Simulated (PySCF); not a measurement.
Computed shifts of a molecule C2H6GeO, HF/pcSseg-1 run with PySCF, GIAO, gas phase, equivalent atoms averaged, in ppm (number of nuclei): ¹³C: 148.1 (1), 141.9 (1). ¹H: 6.71 (1), 6.61 (1), 6.52 (1), 5.08 (1), 4.77 (1), 0.45 (1). References: ⁷³Ge against GeH4 (σ = 1776.1 ppm); ¹⁷O against H2O (σ = 333.0 ppm); ¹³C against TMS (σ = 192.6 ppm); ¹H against TMS (σ = 31.99 ppm), references at their B3LYP-D3(BJ)/def2-TZVP geometries, non-relativistic. Coordinates come from a PBE0-D3(BJ)/def2-SVP optimisation. The values are those of a single conformer.

**Question.** Which structure fits?
(A) C[C](=O)[GeH3]
(B) C1[CH2][GeH2][O]1
(C) C=[CH][GeH2][OH]
(D) C=C[O][GeH3]

**Answer.** C, C=[CH][GeH2][OH]
